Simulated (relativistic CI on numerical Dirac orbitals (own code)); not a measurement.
# How well does a small relativistic CI reproduce Ni V?

Method of calculation: Dirac-Coulomb-Breit CI, KLI orbitals optimised for each configuration, model QED, valence Slater integrals scaled by 0.85, P86 correlation energy added to each configuration (own radial code, finite nucleus).

Configuration list (outside the closed core [Ne]): 3s2 3p6 3d6, 3s2 3p6 3d5 4s, 3s2 3p6 3d5 4p, 3s2 3p5 3d7, 3s2 3p6 3d5 4d, 3s2 3p6 3d5 5s, 3s2 3p6 3d5 5p, 3s2 3p6 3d5 4f, 3s2 3p6 3d5 5d, 3s2 3p6 3d4 4s 4p, 3s2 3p6 3d5 5g, 3s 3p6 3d7, 3s2 3p6 3d4 4s2, 3s2 3p6 3d3 4s2 4p, 3s2 3p6 3d3 4s2 4d, 3s2 3p6 3d3 4s2 5s, 3s2 3p6 3d3 4s2 5p. Double excitations out of closed p, d and f shells are left out; levels of such configurations are missing from the list, as are those of other unlisted configurations, and high levels can miss mixing partners.

```tsv
Configuration	Term (tabulated)	J	Measured (cm⁻¹)	Computed	Error	Purity (%)
3s2 3p6 3d6	5D	4	0.0	0	0	100
3s2 3p6 3d6	5D	3	889.7	865	-25	100
3s2 3p6 3d6	5D	2	1489.9	1450	-40	100
3s2 3p6 3d6	5D	1	1871.5	1822	-49	99
3s2 3p6 3d6	5D	0	2057.6	2004	-54	99
3s2 3p6 3d6	3P2	2	26153.0	25750	-403	99
3s2 3p6 3d6	3H	6	27111.2	25032	-2079	99
3s2 3p6 3d6	3H	5	27578.2	25505	-2073	97
3s2 3p6 3d6	3H	4	27858.8	25825	-2034	95
3s2 3p6 3d6	3P2	1	28697.6	28213	-485	99
3s2 3p6 3d6	3F2	4	29123.7	27972	-1152	91
3s2 3p6 3d6	3F2	3	29570.8	28448	-1123	95
3s2 3p6 3d6	3P2	0	29640.0	29135	-505	98
3s2 3p6 3d6	3F2	2	29899.2	28777	-1123	99
3s2 3p6 3d6	3G	5	33256.5	31512	-1745	97
3s2 3p6 3d6	3G	4	34061.7	32327	-1734	93
3s2 3p6 3d6	3G	3	34416.4	32678	-1739	95
3s2 3p6 3d6	1I	6	41252.2	38107	-3145	99
3s2 3p6 3d6	3D	2	41626.9	40371	-1256	97
3s2 3p6 3d6	3D	1	41701.1	40441	-1260	99
3s2 3p6 3d6	3D	3	41920.2	40647	-1273	99
3s2 3p6 3d6	1G2	4	42208.1	40404	-1804	98
3s2 3p6 3d6	1S2	0	47699.7	46972	-728	98
3s2 3p6 3d6	1D2	2	48607.0	47127	-1480	97
3s2 3p6 3d6	1F	3	57924.1	55807	-2118	98
3s2 3p6 3d6	3P1	0	66737.8	65504	-1234	99
3s2 3p6 3d6	3P1	1	67547.9	66282	-1265	100
3s2 3p6 3d6	3F1	2	68632.1	67032	-1600	100
3s2 3p6 3d6	3F1	4	68718.7	67088	-1631	99
3s2 3p6 3d6	3F1	3	68854.7	67227	-1627	98
3s2 3p6 3d6	3P1	2	69156.1	67832	-1324	99
3s2 3p6 3d6	1G1	4	77899.5	75390	-2510	99
3s2 3p6 3d6	1D1	2	104420.5	101990	-2431	100
3s2 3p6 3d5 4s	7S	3	164525.9	168486	3960	100
3s2 3p6 3d5 4s	5S	2	178019.8	181947	3927	100
3s2 3p6 3d5 4s	5G	6	208046.4	209405	1359	100
3s2 3p6 3d5 4s	5G	5	208131.0	209490	1359	100
3s2 3p6 3d5 4s	5G	2	208151.5	209516	1364	99
3s2 3p6 3d5 4s	5G	4	208163.7	209523	1360	100
3s2 3p6 3d5 4s	5G	3	208164.6	209527	1362	100
3s2 3p6 3d5 4s	5P	3	212095.8	215243	3147	88
3s2 3p6 3d5 4s	5P	2	212253.4	215400	3147	90
3s2 3p6 3d5 4s	5P	1	212455.7	215619	3164	95
3s2 3p6 3d5 4s	5D	4	216189.9	218872	2682	96
3s2 3p6 3d5 4s	5D	0	216305.7	218983	2677	99
3s2 3p6 3d5 4s	5D	1	216434.7	219127	2692	94
3s2 3p6 3d5 4s	5D	2	216590.5	219293	2703	89
3s2 3p6 3d5 4s	5D	3	216596.0	219296	2700	89
3s2 3p6 3d5 4s	3G	5	217048.7	218399	1350	100
3s2 3p6 3d5 4s	3G	3	217101.0	218455	1354	99
3s2 3p6 3d5 4s	3G	4	217129.1	218463	1333	96
3s2 3p6 3d5 4s	3P	2	221087.6	224210	3122	87
3s2 3p6 3d5 4s	3P	1	221429.0	224558	3129	91
3s2 3p6 3d5 4s	3D	3	225200.7	227843	2642	99
3s2 3p6 3d5 4s	3D	1	225545.1	228218	2673	92
3s2 3p6 3d5 4s	3D	2	225616.5	228298	2681	88
3s2 3p6 3d5 4s	3I	6	229408.8	228229	-1180	99
3s2 3p6 3d5 4s	3I	5	229413.0	228238	-1175	99
3s2 3p6 3d5 4s	3I	7	229440.6	228249	-1192	100
3s2 3p6 3d5 4s	3D †	3	232545.9	234848	2302	60
3s2 3p6 3d5 4s	3D †	1	232910.8	237126	4215	58
3s2 3p6 3d5 4s	1I	6	233839.2	232676	-1164	98
3s2 3p6 3d5 4s	5F	5	234082.1	235629	1547	97
3s2 3p6 3d5 4s	5F	4	234125.4	235729	1603	96
3s2 3p6 3d5 4s	5F	3	234275.2	235950	1675	81
3s2 3p6 3d5 4s	5F †	2	234412.7	236177	1764	59
3s2 3p6 3d5 4s	5F †	1	235116.5	235025	-92	58
3s2 3p6 3d5 4s	3F	4	235420.6	237348	1928	97
```

Measured levels from Corliss and Sugar, J. Phys. Chem. Ref. Data 10, 197 (1981); pairs were made by configuration, J and term (by order where the table uses no LS term), so strongly mixed levels may be paired wrongly.

Mean error by configuration (cm⁻¹): 3s2 3p6 3d6 -1345; 3s2 3p6 3d5 4s 1869. Over the excited levels the mean absolute error is 1752 cm⁻¹ (67 of the 69 excited levels that our extract of the source holds in range could be paired, and the others can miss by more), and the median relative error of those above 1,000 cm⁻¹ is 1.6 %. † marks terms whose computed intervals miss the measured ones by more than a factor of 2.5, or configurations far off the rest, from wrong mixing, a near crossing or a doubtful label or measurement; they are left out of the means.
